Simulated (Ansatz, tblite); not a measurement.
Forces on Al(OPMe3)F3 (C3H9AlF3OP) at its PBE-D4/def2-SVP geometry. Charge 0, multiplicity 1.

The xTB rows come from tblite.

GFN1-xTB (tblite), largest force 1.74 eV/Å:

```xyz
18
positions Å, forces eV/Å
Al    1.375   -0.784    2.095    0.292    0.225    0.493
O     0.434   -1.222    0.555   -0.709    1.240   -1.000
P    -0.220   -0.139   -0.365    0.423   -1.007    0.557
C    -1.494    0.799    0.517   -0.142    0.094    0.377
C    -0.986   -1.002   -1.760   -0.180   -0.398   -0.359
C     1.009    1.029   -1.000    0.383    0.143    0.056
H    -1.972    1.552   -0.140    0.244   -0.394    0.440
H    -0.970    1.289    1.362   -0.565   -0.101   -0.358
H    -2.255    0.097    0.909    0.291    0.446   -0.121
H    -1.741   -1.713   -1.371    0.313    0.303   -0.314
H    -1.470   -0.285   -2.452    0.248   -0.462    0.340
H    -0.206   -1.573   -2.300   -0.460    0.233    0.153
H     1.445    1.519   -0.106   -0.045   -0.060   -0.670
H     1.799    0.468   -1.536   -0.302    0.391    0.230
H     0.548    1.777   -1.673    0.330   -0.382    0.391
F     0.583   -1.513    3.387    0.351    0.290   -0.532
F     1.142    0.923    2.045    0.194   -0.720    0.183
F     2.979   -1.221    1.834   -0.664    0.160    0.132
```

GFN2-xTB (tblite), largest force 1.58 eV/Å:

```
Al 0.123 0.269 0.250
O -0.497 1.360 -0.643
P 0.585 -0.951 0.806
C -0.226 0.179 0.308
C -0.228 -0.422 -0.440
C 0.345 0.232 -0.042
H 0.318 -0.460 0.411
H -0.498 -0.215 -0.437
H 0.412 0.415 -0.170
H 0.398 0.373 -0.255
H 0.306 -0.428 0.442
H -0.455 0.296 0.261
H -0.127 -0.190 -0.656
H -0.396 0.341 0.314
H 0.280 -0.459 0.437
F 0.220 0.281 -0.665
F 0.168 -0.785 0.128
F -0.726 0.165 -0.050
```

PBE0-D4/def2-TZVP (Ansatz), largest force 1.50 eV/Å:

```
Al -0.011 0.076 0.005
O -0.442 1.320 -0.562
P 0.390 -0.790 0.526
C 0.090 -0.051 0.074
C 0.001 -0.091 -0.012
C 0.032 -0.056 0.110
H 0.254 -0.375 0.303
H -0.352 -0.177 -0.410
H 0.363 0.339 -0.198
H 0.355 0.352 -0.187
H 0.243 -0.333 0.352
H -0.373 0.286 0.254
H -0.175 -0.166 -0.515
H -0.387 0.271 0.250
H 0.201 -0.378 0.337
F 0.351 0.316 -0.571
F 0.163 -0.727 0.131
F -0.701 0.184 0.112
```
